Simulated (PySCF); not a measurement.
Trisilylarsane, AsH₉Si₃.
Geometry (PBE0-D3(BJ)/def2-SVP, Å), atoms numbered from 1 in this order:
```xyz
13
AsH9Si3 angstrom
Si    -0.668    1.924   -0.579
As     0.340   -0.102   -1.267
Si     2.025   -0.032    0.389
Si    -1.104   -1.470    0.011
H      0.216    3.053   -0.998
H     -0.880    1.995    0.900
H     -1.988    2.049   -1.267
H      3.009    1.028    0.013
H      2.716   -1.356    0.417
H      1.488    0.265    1.754
H     -0.550   -2.857    0.021
H     -2.445   -1.481   -0.647
H     -1.257   -0.997    1.422
```

Jobs on this species (13 atoms, 84 electrons) with PySCF (density fitting). Hardware of each: one thread of an Arm Neoverse V1, on a shared host. Times come from a shared host and carry two figures at best. Peak memory is the resident size of the whole Python process, interpreter and libraries included.

```json
{"level and settings": "delta-SCF UKS HF, pcX-2 on the ionised atom, pcseg-1 elsewhere, spin-free X2C", "work": "ΔSCF core ionisation, 2 holes", "basis functions": "168", "SCF cycles": "?", "wall time": "?", "peak memory": "?"}
{"level and settings": "PBE0-D3(BJ)/def2-SVP, grid level 1", "work": "geometry optimisation from a GFN2-xTB start shaken at random", "basis functions": "131", "SCF cycles": "?", "wall time": "?", "peak memory": "?"}
{"level and settings": "delta-SCF UKS SCAN, def2-TZVP on the ionised atom, pcseg-1 elsewhere, spin-free X2C", "work": "ΔSCF core ionisation, 2 holes", "basis functions": "145", "SCF cycles": "26", "wall time": "14 s", "peak memory": "0.35 GiB"}
{"level and settings": "delta-SCF UKS SCAN, pcX-1 on the ionised atom, pcseg-1 elsewhere, spin-free X2C", "work": "ΔSCF core ionisation, 2 holes", "basis functions": "148", "SCF cycles": "25", "wall time": "12 s", "peak memory": "0.35 GiB"}
{"level and settings": "delta-SCF UKS SCAN, pcX-2 on the ionised atom, pcseg-1 elsewhere, non-relativistic", "work": "ΔSCF core ionisation, 2 holes", "basis functions": "168", "SCF cycles": "26", "wall time": "14 s", "peak memory": "0.42 GiB"}
{"level and settings": "delta-SCF UKS PBE, pcX-2 on the ionised atom, pcseg-1 elsewhere, spin-free X2C", "work": "ΔSCF core ionisation, 2 holes", "basis functions": "168", "SCF cycles": "26", "wall time": "9.2 s", "peak memory": "0.45 GiB"}
{"level and settings": "delta-SCF UKS PBE0, pcX-2 on the ionised atom, pcseg-1 elsewhere, spin-free X2C", "work": "ΔSCF core ionisation, 2 holes", "basis functions": "168", "SCF cycles": "23", "wall time": "20 s", "peak memory": "0.54 GiB"}
{"level and settings": "delta-SCF UKS B3LYP, pcX-2 on the ionised atom, pcseg-1 elsewhere, spin-free X2C", "work": "ΔSCF core ionisation, 2 holes", "basis functions": "168", "SCF cycles": "23", "wall time": "20 s", "peak memory": "0.53 GiB"}
{"level and settings": "delta-SCF UKS SCAN, pcX-2 on the ionised atom, pcseg-1 elsewhere, spin-free X2C", "work": "ΔSCF core ionisation, 2 holes", "basis functions": "168", "SCF cycles": "27", "wall time": "15 s", "peak memory": "0.42 GiB"}
```

Task: Fill in the missing figures.

Result: 
- delta-SCF UKS HF, pcX-2 on the ionised atom, pcseg-1 elsewhere, spin-free X2C; ΔSCF core ionisation, 2 holes: 14 s, 0.51 GiB, 24 SCF cycles
- PBE0-D3(BJ)/def2-SVP, grid level 1; geometry optimisation from a GFN2-xTB start shaken at random: 45 s, 0.54 GiB, 29 SCF cycles

Task: What do all jobs in the table cost together?

Result: About 2.7 min; the longest takes about 28 % of that, and about 4.9 times as long as the shortest.
